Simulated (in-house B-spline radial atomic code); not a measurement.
# Rh2+: [Kr] 4d7

Computed with a radial B-spline atomic code at the basis-set limit: Dirac-Kohn-Sham CAM-B3LYP, spherical fractional occupations, Fermi nucleus of rms radius 4.4945 fm.

Effective charges: Z_r = [3n² - l(l+1)]/(2<r>) from the radius, Z_e = n√(-2ε) from the energy, and Slater's rules. Values are occupation-weighted means over j. An effective charge above Z reflects the relativistic contraction of the inner shells.

| shell | electrons | ε (eV) | <r> (bohr) | Z_r | Z_e | Slater |
| --- | --- | --- | --- | --- | --- | --- |
| 1s | 2 | -23116 | 0.03262 | 45.98 | 41.22 | 44.70 |
| 2s | 2 | -3387 | 0.1415 | 42.40 | 31.56 | 40.85 |
| 2p | 6 | -3039.6 | 0.1235 | 40.47 | 29.89 | 40.85 |
| 3s | 2 | -631.67 | 0.3901 | 34.61 | 20.44 | 33.75 |
| 3p | 6 | -516.49 | 0.3899 | 32.06 | 18.48 | 33.75 |
| 3d | 10 | -331.01 | 0.3702 | 28.36 | 14.80 | 23.85 |
| 4s | 2 | -109.95 | 0.9783 | 24.53 | 11.37 | 17.25 |
| 4p | 6 | -76.644 | 1.075 | 21.40 | 9.49 | 17.25 |
| 4d | 7 | -27.246 | 1.452 | 14.46 | 5.66 | 6.90 |

The least bound orbital is 4d5/2 at -27.07 eV, and it is also the most diffuse (<r> = 1.459 bohr).

Spin-orbit splittings of the orbital energies (j = l + 1/2 above j = l - 1/2 when positive): 2p 144.8 eV, 3p 25.08 eV, 3d 4.936 eV, 4p 4.025 eV, 4d 0.4454 eV.

For the 1s electron the small component carries 2.71 % of the norm, the zero-frequency Breit interaction raises the level by 48.3 eV, self-energy by 26.78 eV, and vacuum polarisation lowers it by 3.252 eV.

Caution: exact exchange at fractional occupations of open shells leaves self-interaction of up to several eV.
